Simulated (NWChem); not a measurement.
# Total energies of H$_{3}$Ga

```xyz
4

Ga     0.0000     0.0000     0.0000
H      0.0000     0.0000     1.5807
H      1.3689     0.0000    -0.7903
H     -1.3689     0.0000    -0.7903
```
Charge 0, spin multiplicity 1.

Program: NWChem. The geometry was optimised at PBE/def2-SVP, a minimum by its harmonic frequencies.

Basis set: def2-QZVP (165 functions).

| method | total energy (Ha) | relative cost |
|---|---|---|
| RHF | -1925.00472 | 1 |
| MP2 | -1925.30465 | 4 |
| B2PLYP | -1926.31000 | 6 |
| PBE | -1926.36377 | under 3 |
| B3LYP | -1926.72439 | under 3 |
| PBE0 | -1926.40514 | under 3 |

Total energies of different functionals aren't comparable as a measure of quality: only differences taken within one method are. Costs are rough ratios of processor time within this set of runs, SCF included, with RHF as 1.

The Hamiltonian is non-relativistic. The correlated methods keep 9 core orbitals frozen. B3LYP has NWChem's definition, with VWN1-RPA local correlation. The structure started from a generated list of species.
